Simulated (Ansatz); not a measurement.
Reaction: BH3S (SMILES SB) → BH2S (SMILES [BH]S, doublet) + H (doublet) (the B-H bond breaks)
Each species at its own B3LYP-D3(BJ)/def2-TZVP minimum (Ansatz, a first-principles code).

Total energies in hartree (Ansatz). Radicals and triplets start from unrestricted determinants; spin-orbit coupling is neglected. Correlated methods leave the cores frozen. No relativity. Where a partner has so few electrons that a lower coupled-cluster level is exact, that level stands in.

```csv
species,HF/cc-pV(T+d)Z,CCSD(T)/cc-pV(T+d)Z,HF/cc-pV(Q+d)Z,CCSD(T)/cc-pV(Q+d)Z,CCSDT(Q)/cc-pV(T+d)Z
1: BH3S (SMILES BS),-424.00292,-424.33572,-424.00818,-424.36088,-424.33740
"2: BH2S (SMILES [BH]S, doublet)",-423.36224,-423.66146,-423.36730,-423.68550,-423.66331
3: H (doublet),-0.49981,-0.49981,-0.49995,-0.49995,-0.49981
```

Q: Work out the bond dissociation energy (electronic) in kcal/mol: take Hartree-Fock from cc-pV(Q+d)Z, extrapolate the CCSD(T) correlation energy as X^-3 (X = 3, 4), and add CCSDT(Q) - CCSD(T) in cc-pV(T+d)Z. 1 hartree = 627.51 kcal/mol.

A: 
Species 1: correlation (64·(-0.35270) - 27·(-0.33280))/37 = -0.36722; step -0.00168; E1 = -424.00818 + (-0.36722) + (-0.00168) = -424.37708
Species 2: correlation (64·(-0.31820) - 27·(-0.29922))/37 = -0.33205; step -0.00185; E2 = -423.36730 + (-0.33205) + (-0.00185) = -423.70120
Species 3: correlation (64·(0.00000) - 27·(0.00000))/37 = 0.00000; step +0.00000; E3 = -0.49995 + (0.00000) + (+0.00000) = -0.49995
-1·E1 +1·E2 +1·E3 = 0.17593 hartree = 110.4 kcal/mol.
